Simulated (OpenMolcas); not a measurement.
# Levels of Nb III by method

* Program: OpenMolcas 26.06
* Basis: ANO-RCC-VDZP [6s5p3d1f]
* Scalar Hamiltonian: DKH2, point nucleus
* Active space: 3 electrons in 9 orbitals (RAS2 4d 5s; RAS3 5p, at most 2 electrons)
* State averaging: 2S+1 = 4 even, 20 roots; 2S+1 = 2 even, 70 roots kept (CI in the orbitals of an earlier block); 2S+1 = 4 odd, 42 roots; 2S+1 = 2 odd, 80 roots kept (CI in the orbitals of an earlier block)
* Spin-orbit coupling: RASSI with atomic mean-field integrals over the reference wave functions, term energies averaged over their components

Methods on the same reference wave functions:
A. RASSCF
B. SS-RASPT2, IPEA 0.25 Eh, imaginary shift 0.1 Eh (closed shells correlated: 4s 4p)
C. MS-RASPT2, IPEA 0.25 Eh, imaginary shift 0.1 Eh (closed shells correlated: 4s 4p)

Energies in cm-1 above 4d3 4F 3/2, the measured ground level; measured values from the list in Shadmi, J. Res. Natl. Bur. Stand. 70A, 435 (1966).

| Level | A | B | C | Measured |
| --- | --- | --- | --- | --- |
| 4d3 4F 3/2 | 0.0 | 0.0 | 0.0 | 0.0 |
| 4d3 4F 5/2 | 552 | 563 | 564 | 516 |
| 4d3 4F 7/2 | 1268 | 1284 | 1285 | 1177 |
| 4d3 4F 9/2 | 2108 | 2110 | 2120 | 1939 |
| 4d3 4P 3/2 | 11187 | 9160 | 9160 | 8608 |
| 4d3 4P 1/2 | 11195 | 9200 | 9200 | 8664 |
| 4d3 2G 7/2 | 11869 | 10440 | 10450 | 9236 |
| 4d3 4P 5/2 | 12135 | 10150 | 10150 | 9594 |
| 4d3 2G 9/2 | 12488 | 11080 | 11080 | 9804 |
| 4d3 2P 1/2 | 13946 | 11770 | 11770 |  |
| 4d3 2P 3/2 [52 %] | 14178 | 11910 | 11910 |  |
| 4d3 2H 9/2 | 16233 | 14810 | 14810 | 12916 |
| 4d3 2H 11/2 | 16624 | 15200 | 15200 | 13264 |
| 4d3 2D 3/2(1) [67 %] | 16659 | 14170 | 14140 |  |
| 4d3 2D 5/2(1) | 16866 | 14260 | 14270 | 13094 |
| 4d3 2F 7/2 | 25212 | 21560 | 21550 | 19861 |
| 4d3 2F 5/2 | 25262 | 21610 | 21620 | 19975 |
| 4d2 5s 4F 3/2 | 26374 | 25480 | 25490 | 25220 |
| 4d2 5s 4F 5/2 | 26904 | 26000 | 26000 |  |
| 4d2 5s 4F 7/2 | 27613 | 26720 | 26720 |  |
| 4d2 5s 4F 9/2 | 28503 | 27620 | 27620 | 27374 |
| 4d2 5s 2F 5/2 [59 %] | 36547 | 33690 | 33740 | 33658 |
| 4d2 5s 4P 1/2 | 37678 | 35250 | 35250 | 34514 |
| 4d2 5s 2F 7/2 | 37833 | 35270 | 35290 | 35079 |

Deviations, from unrounded energies. A percentage is the sum of absolute deviations over the sum of measured energies, with the sign that they share, or ± where signs differ.

| Against measurement | Levels | A | B | C |
| --- | --- | --- | --- | --- |
| mean absolute deviation (cm-1) | 18 | 2500 | 790 | 800 |
| fine structure of the ground term (%) | 3 | +8.2 | +9.1 | +9.2 |
| other terms of the ground configuration (%) | 10 | +27.2 | +10.0 | +10.0 |
| other configurations (%) | 5 | +7.1 | +0.9 | +1.0 |

B, C lie about equally close to measurement and A furthest from it. The largest miss of B in the table is 4d3 2H 11/2, by +1900 cm-1. The ranking rests on the paired levels alone, and a cruder setting can come out closer through cancelling errors.

Between B and C the level of the table that moves most is 4d2 5s 2F 5/2 [59 %], by 54 cm-1 (lowest in B, highest in C). Moves below CASPT2's spread within the term are not significant.

The two smallest mean deviations differ by little beside CASPT2's spread within terms, so their order carries little weight.

From A to B the spin-free energies of the other terms of 4d3 shown, above 4F, scale by factors of 0.81 to 0.90, as is usual when dynamic correlation screens the repulsion within a d or f shell.

The lowest spin-free term lies below A's lowest term by 0.194 hartree in B, 0.194 hartree in C.

CASPT2 does not keep the components of a term degenerate, so their means are used; among the terms shown or strongly mixed into the levels shown the widest spread is 810 cm-1 (4d2 5s 2F, C). Terms from blocks run as CI alone lack orbitals of their own. A single d shell beside an s shell can misplace configurations of different d count against each other. Without dynamic correlation excited terms often stand tens of per cent too high (terms of higher spin than the ground term too low), and those without a measured partner can miss by more than the paired ones (holds for A). Blocks of more than 70 roots (2S+1 = 2 odd) ran without multistate coupling (holds for C). The CASPT2 spread within a term exceeds the gap to the next term for 4d3 2D(2) and 4d2 5s 2F, so the order of their levels is uncertain, and so are names and mixing where such terms share a J (holds for C). Computed and measured levels are paired by configuration, term and J; levels that our copy of the source lacks, or whose pairing is in doubt (as where it misses far off the trend of its configuration), stay unpaired and out of the deviations. Levels of configurations outside the active space are missing. Levels that lie high or do not pair safely by name in every column are left out.

A share in square brackets marks a mixed level and gives the weight of the term that names it, the lowest over the columns. A number in round brackets counts repeated terms of one configuration in the order of the reference energies.
